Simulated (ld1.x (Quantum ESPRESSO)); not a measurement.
# Configuration tests for Co (TM)

* Element: Co
* Generator: ld1.x (Quantum ESPRESSO) 7.5
* Type: norm-conserving Troullier–Martins (Kleinman–Bylander form)
* Functional: LDA (PZ)
* Relativity: scalar-relativistic
* Frozen core: [Ne]
* Valence charge: 17
* Reference configuration: 3s2 3p6 3d7 4s0 4p0 (charge +2)
* Partial waves: 3p (bound): rc 0.75 bohr; 3d (bound): rc 0.80 bohr; 3s (bound): rc 1.10 bohr
* Local potential: the s channel
* Core correction: none

Energies are relative to the spin-unpolarised reference configuration 3s2 3p6 3d7 4s0 4p0; without spin polarisation the order of configurations can differ from experiment. Spin-polarised rows fill each open shell by Hund’s rule, majority spin first. Not all tests gave a result: 2 of 9 tests not solved or not reliable. The frozen-core shift is the all-electron ΔE with the core orbitals held at their reference shape minus the fully relaxed ΔE.

Question: Give the all-electron excitation energy and the error of the potential for: 3s2 3p6 3d7 4s2 4p0; 3s2 3p6 3d7 4s1 4p0; 3s2 3p6 3d6 4s0 4p0; 3s2 3p6 3d8 4s1 4p0; 3s2 3p6 3d7 4s1.5 4p0; 3s2 3p6 3d7 4s0 4p0 (spin-polarised); 3s2 3p6 3d7 4s2 4p0 (spin-polarised).

Answer:

```
               valence configuration  charge  ΔE all-electron (eV)  error AE − PS (meV)  frozen-core shift (meV)
                 3s2 3p6 3d7 4s2 4p0       0               -26.380                 +948                     -2.3
                 3s2 3p6 3d7 4s1 4p0      +1               -17.085                 +612                     -1.5
                 3s2 3p6 3d6 4s0 4p0      +3                36.188                  +21                     -2.9
                 3s2 3p6 3d8 4s1 4p0       0               -27.619                 +370                     +0.4
               3s2 3p6 3d7 4s1.5 4p0    +0.5               -22.659                 +810                     -2.0
3s2 3p6 3d7 4s0 4p0 (spin-polarised)      +2                -2.073                 +267                      n/a
3s2 3p6 3d7 4s2 4p0 (spin-polarised)       0               -28.364                +1195                     +1.0
```

A variational frozen-core shift is positive and of second order in the change. This column holds negative values, so the frozen-core run of ld1.x carries numerical noise or an error of first order here, and the column gives no more than the rough size of the effect.
